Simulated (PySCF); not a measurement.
# Ionisation energy of Sn⁺ by level of theory

Sn⁺ [Kr] 4d10 5s2 5p1 (2P) → Sn²⁺ [Kr] 4d10 5s2 (1S), as a difference of total energies. Computed with PySCF 2.14 in def2-TZVPPD with the def2 core potential (28 electrons) (7s5p4d2f, 56 functions), with scalar relativity through the core potential. Correlated levels: valence: 4s2 4p6 4d10 frozen. The calculations carry no spin-orbit coupling.

| method | ionisation energy (eV) | error (eV) |
| --- | --- | --- |
| UHF | 13.749 | -0.533 |
| MP2 (valence) | 13.947 | -0.335 |
| SCS-MP2 (valence) | 13.935 | -0.347 |
| CCSD (valence) | 14.011 | -0.271 |
| CCSD(T) (valence) | 14.029 | -0.253 |
| CCSDT (valence) | 14.035 | -0.247 |

Reference: 14.282 eV (measured; NIST levels, between the centres of gravity of the two terms).

Errors of the correlated levels include the incompleteness of this basis and the frozen core.
